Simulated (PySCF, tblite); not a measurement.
C5H6F4O.
Atom-mapped SMILES: `[F:1][C@@H:2]1[CH2:3][CH2:4][O:5][C@H:6]1[C:7]([F:8])([F:9])[F:10]` (hydrogens: H11 on C2; H12, H13 on C3; H14, H15 on C4; H16 on C6)

Computed with GFN2-xTB (tblite), gas phase: nudged elastic band of 9 images (0 to 8), spring 0.2 eV/Å², climbing image at the end, force threshold 0.05 eV/Å. No saddle search or frequency run followed, so the top image need not be a first-order saddle, and its height can exceed the method's true barrier by a kcal/mol or more.

Path: rotation about C6–C7 (sp3 carbon bound to oxygen, CF3 carbon), followed by the dihedral O5–C6–C7–F10.

Image 0 (start, dihedral -57°):
```
atom  x, y, z in Å
F1     -0.321   -1.957   -1.298
C2     -0.218   -1.077   -0.253
C3     -1.568   -0.423    0.055
C4     -1.208    1.055    0.216
O5     -0.098    1.267   -0.647
C6      0.690    0.112   -0.646
C7      1.861    0.248    0.342
F8      2.655   -0.833    0.310
F9      1.445    0.375    1.612
F10     2.627    1.305    0.075
H11     0.195   -1.649    0.585
H12    -2.043   -0.836    0.941
H13    -2.220   -0.569   -0.807
H14    -0.932    1.283    1.253
H15    -1.994    1.735   -0.107
H16     1.123   -0.026   -1.644
```

Image 8 (end, 0.000 eV, dihedral 63°):
```
atom  x, y, z in Å
F1     -0.515   -2.171   -0.800
C2     -0.333   -1.078    0.006
C3     -1.607   -0.231    0.088
C4     -1.085    1.195   -0.096
O5      0.051    1.071   -0.940
C6      0.708   -0.122   -0.623
C7      1.870    0.131    0.351
F8      2.753    1.005   -0.131
F9      2.540   -1.001    0.616
F10     1.451    0.608    1.534
H11     0.000   -1.466    0.974
H12    -2.139   -0.365    1.026
H13    -2.256   -0.514   -0.741
H14    -0.800    1.639    0.866
H15    -1.787    1.855   -0.605
H16     1.140   -0.545   -1.538
```

Q: What do the inner images look like?

A: 
Image 1: +0.016 eV, dihedral -42°
```
atom  x, y, z in Å
F1     -0.353   -1.998   -1.239
C2     -0.238   -1.087   -0.222
C3     -1.579   -0.400    0.057
C4     -1.185    1.073    0.185
O5     -0.085    1.237   -0.697
C6      0.692    0.076   -0.646
C7      1.861    0.243    0.343
F8      2.809   -0.679    0.126
F9      1.480    0.106    1.625
F10     2.442    1.438    0.243
H11     0.155   -1.638    0.638
H12    -2.073   -0.783    0.945
H13    -2.222   -0.552   -0.809
H14    -0.890    1.312    1.215
H15    -1.958    1.766   -0.142
H16     1.137   -0.104   -1.633
```

Image 2: +0.053 eV, dihedral -27°
```
atom  x, y, z in Å
F1     -0.385   -2.029   -1.188
C2     -0.260   -1.095   -0.193
C3     -1.589   -0.376    0.062
C4     -1.170    1.092    0.146
O5     -0.067    1.209   -0.738
C6      0.695    0.041   -0.640
C7      1.869    0.232    0.348
F8      2.940   -0.475   -0.036
F9      1.581   -0.166    1.601
F10     2.247    1.505    0.439
H11     0.115   -1.634    0.682
H12    -2.089   -0.724    0.961
H13    -2.234   -0.544   -0.800
H14    -0.870    1.359    1.168
H15    -1.930    1.789   -0.204
H16     1.139   -0.175   -1.619
```

Image 3: +0.085 eV, dihedral -11°
```
atom  x, y, z in Å
F1     -0.415   -2.056   -1.136
C2     -0.282   -1.100   -0.162
C3     -1.599   -0.352    0.065
C4     -1.155    1.111    0.107
O5     -0.046    1.180   -0.775
C6      0.697    0.005   -0.632
C7      1.878    0.220    0.353
F8      3.027   -0.230   -0.167
F9      1.727   -0.414    1.530
F10     2.055    1.507    0.647
H11     0.073   -1.625    0.728
H12    -2.107   -0.666    0.972
H13    -2.245   -0.535   -0.794
H14    -0.854    1.403    1.121
H15    -1.902    1.809   -0.267
H16     1.139   -0.247   -1.603
```

Image 4 (top): +0.095 eV, dihedral 4°
```
atom  x, y, z in Å
F1     -0.440   -2.083   -1.076
C2     -0.299   -1.101   -0.129
C3     -1.607   -0.328    0.067
C4     -1.141    1.129    0.068
O5     -0.023    1.155   -0.806
C6      0.700   -0.028   -0.626
C7      1.885    0.205    0.354
F8      3.062    0.034   -0.258
F9      1.889   -0.628    1.409
F10     1.879    1.439    0.859
H11     0.041   -1.605    0.779
H12    -2.122   -0.608    0.981
H13    -2.252   -0.528   -0.789
H14    -0.842    1.447    1.075
H15    -1.875    1.826   -0.331
H16     1.139   -0.317   -1.589
```

Image 5: +0.079 eV, dihedral 20°
```
atom  x, y, z in Å
F1     -0.460   -2.110   -1.005
C2     -0.311   -1.097   -0.093
C3     -1.611   -0.304    0.070
C4     -1.127    1.147    0.028
O5     -0.001    1.134   -0.837
C6      0.704   -0.055   -0.624
C7      1.885    0.188    0.352
F8      3.045    0.306   -0.302
F9      2.057   -0.808    1.238
F10     1.723    1.302    1.069
H11     0.021   -1.572    0.834
H12    -2.134   -0.549    0.989
H13    -2.253   -0.523   -0.783
H14    -0.834    1.493    1.028
H15    -1.850    1.840   -0.398
H16     1.138   -0.382   -1.576
```

Image 6: +0.046 eV, dihedral 35°
```
atom  x, y, z in Å
F1     -0.477   -2.135   -0.929
C2     -0.319   -1.090   -0.056
C3     -1.610   -0.279    0.074
C4     -1.113    1.165   -0.012
O5      0.019    1.115   -0.870
C6      0.706   -0.079   -0.624
C7      1.880    0.168    0.348
F8      2.981    0.569   -0.293
F9      2.220   -0.936    1.033
F10     1.596    1.105    1.260
H11     0.013   -1.532    0.887
H12    -2.141   -0.488    0.998
H13    -2.250   -0.521   -0.775
H14    -0.825    1.540    0.977
H15    -1.827    1.850   -0.467
H16     1.140   -0.442   -1.564
```

Image 7: +0.014 eV, dihedral 50°
```
atom  x, y, z in Å
F1     -0.497   -2.158   -0.856
C2     -0.326   -1.084   -0.022
C3     -1.609   -0.255    0.080
C4     -1.097    1.181   -0.053
O5      0.036    1.092   -0.908
C6      0.707   -0.103   -0.626
C7      1.872    0.151    0.347
F8      2.873    0.813   -0.232
F9      2.384   -0.999    0.816
F10     1.498    0.864    1.418
H11     0.009   -1.493    0.936
H12    -2.146   -0.427    1.008
H13    -2.247   -0.517   -0.764
H14    -0.807    1.585    0.925
H15    -1.802    1.858   -0.531
H16     1.144   -0.501   -1.550
```

The largest changes of bonds and angles from start to top: C6–C7 1.538 → 1.555 Å, C7–F8 1.342 → 1.338 Å, C2–H11 1.095 → 1.093 Å, C2–C6–C7 110.6 → 113.2°, C6–C7–F9 112.4 → 113.9°, F9–C7–F10 107.0 → 106.1°. GFN2-xTB torsional profiles can miss by a kcal/mol or more and can put conformers in the wrong order.

Q: What do single points at PBE0/pcSseg-1 (PySCF, no dispersion term) give on some images?

A: 
| image | GFN2-xTB E (eV) | DFT E (eV) | HOMO (eV) | LUMO (eV) | dipole (D) |
| --- | --- | --- | --- | --- | --- |
| 0 | 0.000 | 0.000 | -8.19 | 1.16 | 2.50 |
| 2 | 0.053 | 0.106 | -8.22 | 1.08 | 2.52 |
| 4 | 0.095 | 0.190 | -8.22 | 1.01 | 2.54 |
| 6 | 0.046 | 0.083 | -8.20 | 1.11 | 2.50 |
| 8 | 0.000 | -0.001 | -8.19 | 1.16 | 2.50 |

Energies count from image 0 at each level. At the GFN2-xTB top the DFT energy is 4.4 kcal/mol against 2.2; the geometries weren't optimised at the DFT level.

What follows is the cost of the whole band run. Time: 2.0 s; peak memory 0.19 GiB. Hardware: Arm Neoverse V1, one thread, on a shared host.
